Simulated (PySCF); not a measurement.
How methods differ on the excitation energy of S

S [Ne] 3s2 3p4 (3P) → S [Ne] 3s2 3p3 3d1 (5D), as a difference of total energies. Computed with PySCF 2.14 in aug-cc-pV(Q+d)Z with one added diffuse shell each of s, p, d, f, g type (8s7p6d4f3g, 114 functions), with the non-relativistic Hamiltonian (point nucleus). Correlated levels: valence: [Ne] frozen. The calculations carry no spin-orbit coupling.

```tsv
method	excitation energy (eV)	error (eV)
UHF	7.557	-0.835
LDA	8.164	-0.228
PBE	7.988	-0.404
PBE0	8.109	-0.283
r2SCAN	8.159	-0.233
M06	8.124	-0.268
B2PLYP	8.299	-0.093
wB97M-V	8.395	+0.003
MP2 (valence)	8.235	-0.157
SCS-MP2 (valence)	8.422	+0.030
```

Reference: 8.392 eV (measured; NIST levels, between the centres of gravity of the two terms).

Errors of the correlated levels include the incompleteness of this basis and the frozen core.
